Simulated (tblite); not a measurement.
Compound: C7H9P.
Bonds: C1–C2, C2–C3 (aromatic), C3–P4 (aromatic), P4–C5 (aromatic), C5–C6 (aromatic), C6–C7, C6–C8 (aromatic), C2–C8 (aromatic). Hydrogens: H9, H10, H11 on C1; H12 on C3; H13 on C5; H14, H15, H16 on C7; H17 on C8.

Computed with GFN2-xTB (tblite), gas phase: L-BFGS steps from a force-field or distance-geometry start until the largest atomic force falls under 0.01 eV/Å.

Step 0: E = -600.0495 eV
```
atom  x, y, z in Å  |  force x, y, z in eV/Å
C1     -2.4628   -0.6352    0.2543    0.084  -0.354   0.460
C2     -1.2154    0.1733    0.0730   -1.856   0.124   0.338
C3     -1.3695    1.5284   -0.0108    1.453   0.692  -0.275
P4      0.0888    2.4810   -0.2242    0.222   1.272  -0.052
C5      1.4703    1.3891   -0.2374   -1.909   0.495   0.062
C6      1.2086    0.0441   -0.1157    2.139   0.423  -0.276
C7      2.4199   -0.8519   -0.1459   -0.865  -0.716   0.908
C8     -0.0309   -0.4931    0.0417    0.214  -1.860   0.029
H9     -2.5431   -1.2711   -0.6322   -0.465   0.021   0.266
H10    -3.3500    0.0178    0.4003    0.576  -0.719  -0.152
H11    -2.2744   -1.2751    1.1422   -0.602   0.234  -0.500
H12    -2.3525    2.0074    0.0309    0.610  -0.128  -0.049
H13     2.4766    1.7692   -0.3513   -0.283   0.075   0.008
H14     2.5108   -1.2462    0.8950    0.392   0.155  -0.762
H15     2.1641   -1.6876   -0.7936    0.426  -0.137  -0.054
H16     3.3222   -0.3457   -0.4693   -0.085  -0.105   0.090
H17    -0.0698   -1.5924    0.1331   -0.053   0.528  -0.040
```

Task: Estimate the geometry and energy of step 1. (The exact step hangs on the optimiser's Hessian estimate; all steps are aligned on step 0, rigid shifts and turns removed.)

Result: E = -600.2508 eV, largest force 1.193 eV/Å
```
atom  x, y, z in Å  |  force x, y, z in eV/Å
C1     -2.4616   -0.6402    0.2609   -0.299  -0.230   0.071
C2     -1.2419    0.1751    0.0778    0.630  -0.309   0.143
C3     -1.3487    1.5383   -0.0148    0.720   0.282  -0.161
P4      0.0920    2.4992   -0.2250    0.050   1.191  -0.051
C5      1.4430    1.3962   -0.2365   -0.531   0.600  -0.058
C6      1.2392    0.0501   -0.1197   -0.570  -0.394   0.072
C7      2.4076   -0.8621   -0.1329    0.267  -0.196   0.027
C8     -0.0278   -0.5197    0.0421    0.102   0.768  -0.171
H9     -2.5497   -1.2708   -0.6284   -0.420  -0.022   0.236
H10    -3.3418    0.0075    0.3981    0.267  -0.550  -0.075
H11    -2.2830   -1.2718    1.1350   -0.480  -0.047  -0.113
H12    -2.3438    2.0056    0.0302    0.733  -0.068  -0.062
H13     2.4726    1.7703   -0.3512   -0.751   0.019   0.053
H14     2.5164   -1.2440    0.8841    0.362  -0.102  -0.136
H15     2.1702   -1.6896   -0.7944    0.309  -0.195  -0.042
H16     3.3210   -0.3472   -0.4680   -0.344  -0.342   0.232
H17    -0.0705   -1.5849    0.1325   -0.046  -0.403   0.035
```

The energy changes by -0.2013 eV. The first-order estimate −F·Δx gives -0.3737 eV and the mean of the old and new forces, exact on a quadratic surface, -0.2030 eV. The step makes an angle of 0° with the force vector and moves no atom by more than 0.031 Å.

The cost below is that of the whole relaxation. Time: 0.14 s wall. Hardware: one thread of an Arm Neoverse V2, shared host.
